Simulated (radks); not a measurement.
The silicon ion Si4+, configuration [He] 2s2 2p4 3d2 (not the ground configuration). All-electron calculation, non-relativistic Kohn-Sham, PBE, spin-unpolarised, spherical densities, point nucleus. Program: a radial shooting solver on a logarithmic mesh with Libxc functionals.

Unscreened Slater integrals over Kohn-Sham orbitals (cm^-1).

F0(3d,3d): 114800
F2(3d,3d): 57787
F4(3d,3d): 37035
F0(3d,2p): 151010
F2(3d,2p): 30385
G1(3d,2p): 22196
G3(3d,2p): 12574
F0(3d,2s): 150620
G2(3d,2s): 18880
F0(3d,1s): 153190
G2(3d,1s): 157.72
F0(2p,2p): 410760
F2(2p,2p): 191740
F0(2p,2s): 386250
G1(2p,2s): 228250
F0(2p,1s): 570290
G1(2p,1s): 84577
F0(2s,2s): 370040
F0(2s,1s): 520970
G0(2s,1s): 44444
F0(1s,1s): 1852400

Derived for the open shells (J is the average intra-shell exchange parameter used in DFT+U). 2p: J = F2/5 = 38350 cm^-1; in LS coupling 1D lies 6 F2/25 = 46020 cm^-1 above 3P. 3d: Racah B = F2/49 - 5 F4/441 = 759.4 cm^-1, C = 35 F4/441 = 2939 cm^-1, C/B = 3.87, F4/F2 = 0.641, J = (F2 + F4)/14 = 6773 cm^-1.
